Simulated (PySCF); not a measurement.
Breaking a bond: BCl, singlet.

- UMP2/3-21G = unrestricted MP2 (frozen core)/3-21G in PySCF 2.14.0
- UCCSD(T) = CCSD(T) on UHF/cc-pVDZ, 6 core orbitals frozen in PySCF 2.14.0

Energies relative to the lowest point of each curve near equilibrium, in kcal/mol:

```
R / Å  UMP2/3-21G
-----  ----------
1.46         40.5
1.54         20.2
1.63          7.5
1.68          3.6
1.88          0.5
2.12          8.3
2.34         19.3
2.56         31.9
2.86         59.2
3.12         72.6
3.77         85.4
6.91         88.8
```

Problem. What does UCCSD(T) give at the same points?

Solution. 1.46: 35.1; 1.54: 15.5; 1.63: 4.0; 1.68: 1.1; 1.88: 3.5; 2.12: 19.6; 2.34: 37.1; 2.56: 54.0; 2.86: 75.4; 3.12: 90.4; 3.77: 109.1; 6.91: 112.9 (kcal/mol).

The unrestricted determinant behind UMP2/3-21G is spin-contaminated at 1.46 to 2.34, 2.86 to 6.91 Å (<S²> up to 1.0, against 0.00 for a pure singlet). The unrestricted determinant behind UCCSD(T) is spin-contaminated at 1.46 to 6.91 Å (<S²> up to 1.0, against 0.00 for a pure singlet).
